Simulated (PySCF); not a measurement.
# Tellurium: highly charged ions in a basis for the neutral atom

Te⁹⁺ [Kr] 4d7, Te¹⁰⁺ [Kr] 4d6. All numbers are calculated (PySCF 2.14, scalar relativity through the core potential, in def2-SVP with the def2 core potential (28 electrons) (4s4p2d, 26 functions)). No spin-orbit coupling, so a gap to NIST mixes the basis error with missing relativistic terms.

Changed run: basis of the neutral atom used for a highly charged ion. This setting is unsound on purpose.

| species | method | sound run (hartree) | changed run (hartree) | converged |
| --- | --- | --- | --- | --- |
| Te⁹⁺ | UHF | not run | -242.81343 | yes |
| Te⁹⁺ | LDA | not run | -242.94090 | yes |
| Te⁹⁺ | BP86 | not run | -243.49252 | yes |
| Te¹⁰⁺ | UHF | not run | -235.60539 | yes |
| Te¹⁰⁺ | LDA | not run | -235.70202 | yes |
| Te¹⁰⁺ | BP86 | not run | -236.22842 | yes |

Ionisation energy of Te⁹⁺:

```
method  changed run (eV)    NIST (eV)
   UHF            196.14  191.1 ± 2.2
   LDA            196.98  191.1 ± 2.2
  BP86            197.67  191.1 ± 2.2
```

The contracted functions were made for the neutral atom and can be too rigid for a highly charged ion.
